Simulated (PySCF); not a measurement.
**C₆ coefficients of unlike pairs at PBE**

Calculated with PySCF 2.14 from the dipole response of each species, C₆(A,B) = (3/π) ∫ α_A(iu) α_B(iu) du, in atomic units, from isotropic polarisabilities. For ions this is the dispersion term alone; charge-induced terms of lower order in 1/R come first.

```tsv
species	configuration	basis	relativity	α (bohr³)	C₆ (like pair)
Si⁺	[Ne] 3s2 3p1 (2P)	aug-cc-pV(T+d)Z (6s5p4d2f)	none	19.19	101.6
Li	[He] 2s1 (2S)	aug-cc-pCVTZ-DK with one added diffuse shell each of s, p, d, f type (8s7p5d3f)	spin-free X2C	141.9	1127
F²⁺	[He] 2s2 2p3 (4S)	aug-cc-pVQZ-DK (6s5p4d3f2g)	spin-free X2C	1.248	1.590
Be²⁺	1s2 (1S)	aug-cc-pCVTZ-DK with one added diffuse shell each of s, p, d, f type (8s7p5d3f)	spin-free X2C	0.05172	0.01082
```

(1) Estimate C₆ for Li with Si⁺.

No spin-orbit coupling is included.

The other pairs:

```json
{"pair": "Be²⁺, Si⁺", "C₆": "0.5429"}
{"pair": "F²⁺, Si⁺", "C₆": "10.38"}
{"pair": "F²⁺, Li", "C₆": "19.17"}
{"pair": "Be²⁺, Li", "C₆": "0.8509"}
{"pair": "Be²⁺, F²⁺", "C₆": "0.1127"}
```

Results:

(1) The integral gives 255.6. The combination rule 2 C_A C_B / (C_A α_B/α_A + C_B α_A/α_B) gives 253.4 and the geometric mean 338.4.
